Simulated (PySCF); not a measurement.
## Structure from NMR data

An unknown has the formula C₇H₁₀OSi. Its calculated NMR data are:

¹H NMR (400 MHz, computed): δ 6.50 (m, 1H), 5.24 (m, 1H), 5.22 (m, 1H), 5.08 (m, 1H), 2.90 (m, 1H), 2.90 (br s, 1H), 2.40 (m, 1H), 1.89 (m, 1H), 1.81 (d, 1H), 1.59 (m, 1H).

¹³C{¹H} NMR (computed): δ 152.3 (CH), 119.2 (CH2), 86.2 (C), 80.4 (CH), 36.5 (CH), 33.5 (CH), 32.4 (CH2).

- GFN2-xTB geometry
- σ from GIAO-PBE0/pcSseg-1
- code: PySCF 2.14.0 with density-fitted response routines
- in vacuum, one conformer, non-relativistic

Shifts are taken against calculated references (same method and geometry level): ¹H and ¹³C against TMS.

Q: What is the structure?

A: 
1. The formula gives 4 degrees of unsaturation (1 ring in the answer).
2. 7 carbon signals for 7 carbons: no two carbons are equivalent.
3. Carbon types of the structure: 1 × C, 4 × CH, 2 × CH2, leaving 2 H on heteroatoms.
4. δC 152.3: alkene CH; an sp2 carbon of a C=C bond.
5. δC 119.2: terminal =CH2 carbon; as expected for a trigonal carbon in a double bond.
6. δC 86.2: alkyne carbon; the triple bond shields along its axis, which puts it between sp3 and sp2 carbons.
7. δC 80.4: terminal alkyne carbon; the triple bond shields along its axis, which puts it between sp3 and sp2 carbons.
8. δH 5.24, 5.22: hydrogen on a terminal =CH2 carbon; attached to an sp2 carbon and in the plane of the double bond.
9. δH 2.90: hydrogen on an oxygen bonded to Si; labile proton, position sensitive to the medium.
10. δH 1.81: hydrogen on a terminal alkyne carbon; it lies on the axis of the triple bond, in its shielding cone.

The compound is `C#C[C@@H]1[C@H](C=C)C[Si@@H]1O`.

The data come from this structure; uniqueness wasn't tested.

The OH or NH signal is concentration- and solvent-dependent in practice; the value given is the gas-phase one. Shifts are as computed. Against solution values, carbons near 30 ppm lie about +3 ppm off and those near 130 ppm about +5 ppm. Of 1211 compounds with measured shifts, 218 miss one by over three times the rms of a fit or turn the order of signals round; such compounds aren't used in these exercises. No couplings were computed; multiplicities are counted from neighbouring protons, with m where these are inequivalent, close in shift, in a saturated or five-membered ring or joined by F or P, and br s for small geminal =CH2 splittings.
